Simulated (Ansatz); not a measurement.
Relaxation of BH₆O₂P (10 atoms, charge 0, multiplicity 1), to a largest force component of 0.03 eV/Å in at most 50 steps.

Computed with RKS PBE/def2-SVP in Ansatz.

```xyz
10
Properties=species:S:1:pos:R:3
B -0.154 -0.290 -0.023
O -0.030 -0.803 1.265
H -0.865 -0.746 1.759
O 0.914 -0.353 -0.861
H 1.681 -0.772 -0.423
H -1.188 0.189 -0.449
P 0.015 2.654 0.996
H 0.881 3.305 1.942
H 1.092 2.404 0.078
H 0.178 1.378 1.614
```

Problem. Where does it end, and by what steps?

Solution. The run converged. The force dipped under the threshold on the way, but the program's further checks kept it going. After 32 steps the energy has fallen by 0.172 eV; H9 moved furthest, 1.57 Å.

```
step  energy less start (eV)  largest force component (eV/Å)  accepted
   0                  0.0000                           0.520       yes
   2                 -0.0773                           0.966        no
   4                 -0.1469                           0.106       yes
   6                 -0.1527                           0.026       yes
   8                 -0.1540                           0.120       yes
  10                 -0.1559                           0.100       yes
  12                 -0.1569                           0.046       yes
  14                 -0.1585                           0.102       yes
  16                 -0.1597                           0.050       yes
  18                 -0.1604                           0.093       yes
  20                 -0.1618                           0.028       yes
  22                 -0.1643                           0.118       yes
  24                 -0.1668                           0.115       yes
  26                 -0.1685                           0.106       yes
  28                 -0.1707                           0.060       yes
  30                 -0.1713                           0.060       yes
  32                 -0.1715                           0.015       yes
```

```xyz
10
Properties=species:S:1:pos:R:3
B -0.094 -0.793 -0.236
O -0.024 -0.747 1.136
H -0.853 -0.430 1.535
O 0.979 -1.239 -0.946
H 1.713 -1.496 -0.354
H -1.081 -0.448 -0.861
P 0.095 3.287 1.798
H 1.531 3.362 1.901
H 0.121 3.602 0.391
H 0.136 1.870 1.535
```

Whether the end is a true minimum wasn't checked by a vibrational analysis.

The run took 40 s on 2 threads of Arm Neoverse V2, on a shared host, peak memory 0.12 GiB.
